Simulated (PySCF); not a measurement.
# Dipole moment and polarisability of `CC#CCCNC`

C6H11N.
Atom-mapped SMILES: `[CH3:1][C:2]#[C:3][CH2:4][CH2:5][NH:6][CH3:7]` (hydrogens: H8, H9, H10 on C1; H11, H12 on C4; H13, H14 on C5; H15 on N6; H16, H17, H18 on C7)

Geometry (GFN2-xTB, Å), atoms numbered from 1 in this order:
```
atom  x, y, z in Å
C1     3.8740   -0.4676    0.2218
C2     2.4801   -0.1546   -0.0141
C3     1.3290    0.1015   -0.2282
C4    -0.0717    0.3972   -0.4527
C5    -0.8677    0.3367    0.8690
N6    -2.2782    0.6378    0.7583
C7    -3.0653   -0.3520    0.0536
H8     4.3334    0.3044    0.8392
H9     3.9585   -1.4260    0.7343
H10    4.4093   -0.5265   -0.7261
H11   -0.4764   -0.3282   -1.1650
H12   -0.1667    1.3982   -0.8879
H13   -0.4330    1.0521    1.5738
H14   -0.7718   -0.6630    1.3022
H15   -2.4059    1.5516    0.3331
H16   -2.9381   -1.3134    0.5516
H17   -4.1150   -0.0678    0.1148
H18   -2.8032   -0.4742   -1.0074
```

Level: PBE0/def2-SVPD (PySCF), static field, nuclei fixed, core orbitals frozen in the response. The polarisability tensor in these axes (au):

```
x   115.88  -6.01   3.21
y    -6.01  66.70  -0.06
z     3.21  -0.06  66.90
```

**Question.** Give the principal values, the mean and the anisotropy Δα = √{½[(α1 − α2)² + (α2 − α3)² + (α1 − α3)²]}.

**Answer.** Principal values 65.86, 66.82 and 116.81 au; mean 83.16 au = 12.32 Å³ = 13.71 × 10⁻⁴⁰ C²·m²/J; Δα = 50.48 au (61 % of the mean).

**Question.** What is the dipole moment, and where does it point?

**Answer.** (0.31, 0.04, -0.82) D, 0.88 D in size, pointing from the negative to the positive side. Measured along this direction, the outermost atoms are H16, H13, H17 and H14 at the negative end and H10 at the positive end.

**Question.** Estimate the molar refractivity from the static electronic polarisability.

**Answer.** Lorentz–Lorenz: R = (4π/3)N_A α = 2.5225 cm³/(mol·Å³) × 12.32 Å³ = 31.1 cm³/mol, in the limit of long wavelengths.

**Question.** Refractivity n − 1 of an ideal gas of it at 273.15 K and 1 atm, from the electronic α?

**Answer.** N = p/kT = 2.6868 × 10¹⁹ cm⁻³, so n − 1 = 2π × N × 12.32 × 10⁻²⁴ cm³ = 2080 × 10⁻⁶ at long wavelengths.

**Question.** Rayleigh depolarisation ratio (linearly polarised light, static tensor)?

**Answer.** ρ = 3Δα²/(45ᾱ² + 4Δα²) = 7644.2/(311220 + 10192.3) = 0.0238.

Isolated species at its GFN2-xTB geometry (one conformer only).

These values come from a run that also computed excited states. The run took 43 s of wall time on Arm Neoverse V1, one thread, on a shared host, and the process peaked at 0.91 GiB of memory.
